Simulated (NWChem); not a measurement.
System: H3BO2; SMILES OBO

Parts of the log:

```
             Northwest Computational Chemistry Package (NWChem) 7.3.0
             --------------------------------------------------------

                             Geometry "geometry" -> ""
                             -------------------------

 Output coordinates in angstroms (scale by  1.889725989 to convert to a.u.)

  No.       Tag          Charge          X              Y              Z
 ---- ---------------- ---------- -------------- -------------- --------------
    1 B                    5.0000    -0.46865800    -0.02044100     0.00000000
    2 H                    1.0000    -1.67922900    -0.01227600     0.00000000
    3 O                    8.0000     0.15555400    -1.21910500     0.00000000
    4 H                    1.0000     1.11550000    -1.12023600     0.00000000
    5 O                    8.0000     0.27298200     1.12048100     0.00000000
    6 H                    1.0000    -0.26512800     1.91647000     0.00000000

 Effective nuclear repulsion energy (a.u.)      66.8499913882

                              NWChem Property Module
                              ----------------------

                                 NWChem DFT Module
                                 -----------------

 Summary of "ao basis" -> "ao basis" (spherical)
 ------------------------------------------------------------------------------
       Tag                 Description            Shells   Functions and Types
 ---------------- ------------------------------  ------  ---------------------
 B                         def2-svpd                 8       20   4s2p2d
 H                         def2-svpd                 4        8   2s2p
 O                         def2-svpd                 9       23   4s3p2d

            General Information
            -------------------
          SCF calculation type: DFT
          Wavefunction type:  closed shell.
          No. of atoms     :     6
          No. of electrons :    24
           Alpha electrons :    12
            Beta electrons :    12
          Charge           :     0
          Spin multiplicity:     1
          Use of symmetry is: off; symmetry adaption is: off
          Maximum number of iterations: 150
          AO basis - number of functions:    90
                     number of shells:    38
          Convergence on energy requested:  1.00D-06
          Convergence on density requested:  1.00D-05
          Convergence on gradient requested:  5.00D-04

              XC Information
              --------------
                         B3LYP Method XC Potential
                     Hartree-Fock (Exact) Exchange  0.200
                        Slater Exchange Functional  0.800 local
                    Becke 1988 Exchange Functional  0.720 non-local
              Lee-Yang-Parr Correlation Functional  0.810
                  VWN I RPA Correlation Functional  0.190 local

             Grid Information
             ----------------
          Grid used for XC integration:  medium
          Radial quadrature: Mura-Knowles
          Angular quadrature: Lebedev.
          Tag              B.-S. Rad. Rad. Pts. Rad. Cut. Ang. Pts.
          ---              ---------- --------- --------- ---------
          B                   0.85       49           9.0       434
          H                   0.35       45          11.0       434
          O                   0.60       49          10.0       434
          Grid pruning is: on
          Number of quadrature shells:   282
          Spatial weights used:  Erf1

      Superposition of Atomic Density Guess
      -------------------------------------

 Sum of atomic energies:        -175.39055084

      Non-variational initial energy
      ------------------------------

 Total energy =    -176.538867
 1-e energy   =    -371.453000
 2-e energy   =     128.064142
 HOMO         =      -0.449751
 LUMO         =       0.037631

   convergence    iter        energy       DeltaE   RMS-Dens  Diis-err
 ---------------- ----- ----------------- --------- --------- ---------
 d= 0,ls=0.0,diis     1   -177.0165241284 -2.44D+02  1.62D-02  6.66D-01
 d= 0,ls=0.0,diis     2   -176.9809472827  3.56D-02  7.28D-03  1.23D+00
 d= 0,ls=0.0,diis     3   -177.0938581320 -1.13D-01  9.20D-04  1.73D-02
 d= 0,ls=0.0,diis     4   -177.0954172266 -1.56D-03  2.02D-04  4.50D-04
 d= 0,ls=0.0,diis     5   -177.0954537759 -3.65D-05  6.44D-05  8.66D-05
  Resetting Diis
 d= 0,ls=0.0,diis     6   -177.0954613650 -7.59D-06  2.10D-05  6.99D-06
 d= 0,ls=0.0,diis     7   -177.0954620091 -6.44D-07  1.02D-05  3.14D-07
 d= 0,ls=0.0,diis     8   -177.0954620066  2.44D-09  5.03D-06  3.69D-07

         Total DFT energy =     -177.095462006610
      One electron energy =     -374.369758851909
           Coulomb energy =      152.820169191874
    Exchange-Corr. energy =      -22.395863734753
 Nuclear repulsion energy =       66.849991388178

 Numeric. integr. density =       24.000004416418

                       DFT Final Molecular Orbital Analysis
                       ------------------------------------

[...]

 DFT Linear Response polarizability / au
 Frequency  =       0.0000000 / au
              X              Y              Z
 -----------------------------------------------
 X      26.7928965     -1.0005901     -0.0000000
 Y      -1.0005679     28.6821343      0.0000000
 Z      -0.0000000      0.0000000     20.0463613
 -----------------------------------------------
 Eigenvalues =      26.3614756     29.1135552     20.0463613
 Isotropic   =      25.1737974
 Anisotropic =       8.0519754
 -----------------------------------------------

 Magnetic Dipole Response Matrix (nonzero elements):

 Exiting AOResponse driver routine
```

Level: B3LYP/def2-SVPD. All runs use the structure optimised with PBE0/def2-SVP.

Question: Which NWChem input produces such a log?

Answer: Several could match; the one computed here: the input that was run:
```
start job
memory heap 200 mb stack 900 mb global 1100 mb
geometry units angstroms noautosym nocenter noautoz
  B     -0.468658    -0.020441     0.000000
  H     -1.679229    -0.012276     0.000000
  O      0.155554    -1.219105     0.000000
  H      1.115500    -1.120236     0.000000
  O      0.272982     1.120481     0.000000
  H     -0.265128     1.916470     0.000000
end
basis spherical
  * library def2-svpd
end
dft
  xc b3lyp
  iterations 150
end
property
  response 1 0.0
end
task dft property
```
